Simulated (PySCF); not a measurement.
# Radial density of P (phosphorus, neutral)

UHF, [Ne] 3s2 3p2 3d1, one real determinant (an excited configuration). Calculation: PySCF 2.14, in aug-cc-pV(Q+d)Z with one added diffuse shell each of s, p, d, f, g type (8s7p6d4f3g, 114 functions); the non-relativistic Hamiltonian (point nucleus).

```csv
r (bohr),4πr²ρ (e/bohr),4πr²(ρα − ρβ)
0.00163,0.06984,0.0000
0.00275,0.1912,0.0000
0.00462,0.5112,0.0000
0.00777,1.316,0.0000
0.0131,3.177,0.0000
0.0220,6.888,0.0001
0.0370,12.48,0.0015
0.0622,16.89,0.0091
0.105,14.86,0.0411
0.176,10.77,0.1262
0.296,14.76,0.2015
0.498,13.52,0.0642
0.838,3.893,0.1114
1.41,2.327,0.9197
2.37,1.513,0.8416
3.99,0.2326,0.1897
6.71,0.1361,0.1360
11.3,0.05340,0.0534
19.0,6.672e-05,0.0001
```

⟨L²⟩ = 8.01 against 12 for a pure F term, so this real determinant mixes terms. The outer electron is Rydberg-like, and this basis confines it to a smaller radius and binds it less than a complete one would.
